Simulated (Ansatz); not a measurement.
# Energy profile

The step: C₂H₈Ge ([CH3][GeH2][CH3]) → CH₄Ge ([CH2][GeH2]) + CH₄; bonds formed: C2–H4; bonds broken: Ge1–C2, C3–H4 (atoms numbered as in the saddle structure below).

| atom | x (Å) | y (Å) | z (Å) |
| --- | --- | --- | --- |
| Ge1 | -0.3555 | -0.5854 | -0.8209 |
| C2 | 0.9480 | 1.0424 | 0.1224 |
| C3 | -1.1040 | -0.9690 | 0.8413 |
| H4 | 0.0436 | 0.2341 | 0.7151 |
| H5 | -1.0013 | 0.3518 | -1.8617 |
| H6 | 0.8339 | -1.3485 | -1.4406 |
| H7 | 0.5254 | 1.9959 | 0.4450 |
| H8 | 1.8224 | 0.7735 | 0.7176 |
| H9 | 1.2894 | 1.1773 | -0.9135 |
| H10 | -0.8404 | -1.9401 | 1.2554 |
| H11 | -2.1614 | -0.7319 | 0.9398 |

Electronic energies by CCSD(T) at an estimated basis limit (MP2 extrapolated from triple and quadruple zeta, plus CCSD(T) − MP2 in triple zeta), on PBE0-D4/def2-TZVP structures; C2H8Ge, singlet; no counterpoise correction. Ansatz 0.2.0; basis: def2-TZVPP and def2-QZVPP; cores frozen in the correlated methods. Filled d shells of the heavier atoms are correlated. The def2 sets are not built for correlating such inner shells, so the correlated values are less sure here. Extrapolation: Hartree–Fock as exp(−7.88 √X), correlation as X^−2.97.

Give the profile in kJ/mol, counted from the start structure. (An estimate is asked for; the value comes from the calculation.)

By the calculation:
```json
{"point": "start structure", "kJ/mol": "0.0"}
{"point": "saddle", "kJ/mol": "416.6"}
{"point": "end structure", "kJ/mol": "189.1"}
{"point": "separated: CH4Ge (linked as [CH2][GeH2]; Ge1, C3, H5, H6, H10, H11; singlet) + CH4 (C2, H4, H7, H8, H9; singlet)", "kJ/mol": "192.3"}
```

T1 diagnostic: at most 0.014. The restricted Hartree–Fock reference is unstable towards an unrestricted one at one or more of these structures. A large double-excitation amplitude points to some diradical character; no triplet was computed.

For scale, one of the runs: CCSD(T)/def2-TZVPP, 222 basis functions, launched by `ansatz run in.yaml --threads 4 --pin off --events-out ev --progress --plain --max-ram 9574MiB`. Time: 96 s of wall clock on 4 CPU threads of an Arm Neoverse V2; the host was shared. Peak host memory: 3.5 GiB.
